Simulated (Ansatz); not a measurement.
Total energies of `FC(F)(F)[Si]12O[Si]3(F)O[Si]4(F)O[Si](F)(O3)O[Si](F)(O[Si](F)(O4)O1)O2` from Ansatz at PBE0-D4/def2-SVP, gas phase (1 Eh = 27.2114 eV = 2625.5 kJ/mol). The reference geometry is relaxed at r2SCAN-D4/def2-SVP.

Cartesian coordinates in Å:
```
F 0.543 3.884 -1.694
C -0.548 3.379 -1.091
F -0.839 4.168 -0.039
F -1.572 3.456 -1.958
Si -0.256 1.588 -0.526
O 0.095 0.668 -1.843
Si 0.444 -0.920 -2.064
F 0.691 -1.187 -3.611
O -0.800 -1.842 -1.502
Si -1.015 -2.558 -0.032
F -1.767 -3.949 -0.189
O 0.484 -2.774 0.616
Si 1.893 -1.969 0.331
F 3.135 -2.957 0.422
O 1.775 -1.321 -1.180
O 2.080 -0.773 1.435
Si 1.197 0.537 1.869
F 1.947 1.306 3.039
O -0.306 0.063 2.350
Si -1.716 -0.052 1.505
F -2.957 0.314 2.428
O -1.900 -1.578 0.938
O -1.599 0.998 0.238
O 0.989 1.522 0.561
```

```
                 state                       geometry  energy (Eh)
      charge 0 singlet                      reference  -3248.17184
      charge 1 doublet                      reference  -3247.72691
      charge 1 doublet  relaxed at r2SCAN-D4/def2-SVP  -3247.76270
     charge -1 doublet                      reference  -3248.15045
     charge -1 doublet  relaxed at r2SCAN-D4/def2-SVP  -3248.19886
 free F atom (doublet)                              –    -99.54906
 free C atom (triplet)                              –    -37.76066
free Si atom (triplet)                              –   -289.15194
 free O atom (triplet)                              –    -74.92490
```

(1) Work out the vertical ionisation energy to the doublet.

(2) Work out the vertical electron affinity, to the doublet.

(3) Give the fundamental gap IE − EA, the Mulliken electronegativity (IE + EA)/2 and the hardness (IE − EA)/2.

(4) How much does the charge 1 doublet relax, and what is the adiabatic ionisation energy?

(5) How much does the charge -1 doublet relax, and what is the adiabatic electron affinity?

(6) What is the binding energy per atom against free atoms?

(1) E(charge 1 doublet) − E(charge 0 singlet) = -3247.72691 − (-3248.17184) = 0.44493 Eh = 12.11 eV. For comparison, −ε of the highest occupied level is 10.42 eV at this level, 1.69 eV less.

(2) E(charge 0 singlet) − E(charge -1 doublet) = -3248.17184 − (-3248.15045) = -0.02139 Eh = -0.58 eV; negative, so the extra electron isn't bound. The basis lacks diffuse functions, which makes affinities too small.

(3) From the values in Eh: IE − EA = 0.44493 − (-0.02139) = 0.46632 Eh = 12.69 eV; (IE + EA)/2 = 5.76 eV; (IE − EA)/2 = 6.34 eV. The HOMO–LUMO gap of the same run is 9.63 eV, 3.06 eV smaller than the fundamental gap.

(4) Relaxation: -3247.72691 − (-3247.76270) = 0.03579 Eh = 0.97 eV. Adiabatic ionisation energy: 0.40914 Eh = 11.13 eV, without zero-point energy. 

(5) Relaxation: -3248.15045 − (-3248.19886) = 0.04841 Eh = 1.32 eV. Adiabatic electron affinity: 0.02702 Eh = 0.74 eV, without zero-point energy. 

(6) Atoms: 8 × (-99.54906) + 1 × (-37.76066) + 6 × (-289.15194) + 9 × (-74.92490) = -3243.38888 Eh. Binding: -3243.38888 − (-3248.17184) = 4.78296 Eh = 130.15 eV, or 5.42 eV for each of 24 atoms (no zero-point energy, no counterpoise term).

At PBE0-D4/def2-SVP the highest occupied level of the charge -1 doublet lies above zero (up to 2.04 eV). By energy differences it is unbound by 0.58 eV (vertical, against the charge 0 singlet, at PBE0-D4/def2-SVP) and held by the finite basis.
